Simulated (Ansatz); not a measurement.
## Ansatz (development build ahead of 0.2.0) run

```yaml
crystal:
  periodic: [false, false, false]
  atoms:
    - { symbol: H, position_ang: [-0.08117, 0.02032, -1.54524] }
    - { symbol: H, position_ang: [0.03536, -0.06249, -0.78039] }
    - { symbol: H, position_ang: [0.05645, 0.05673, 0.90996] }
    - { symbol: H, position_ang: [0.04291, 0.08715, 1.57624] }
basis:
  gaussian: { orbitals: def2-SVP }
hamiltonian:
  xc: hf
output:
  forces: true
```

The input is written out in the form of the current development build from the run's settings.

Output:

```json
{
 "Converged": "yes",
 "Total energy": "-2.24624 hartree"
}
```

Forces (eV/Å):
```tsv
atom	Fx	Fy	Fz
H1	0.177	-0.132	1.064
H2	-0.186	0.104	-1.537
H3	0.083	-0.153	-3.578
H4	-0.074	0.180	4.051
```
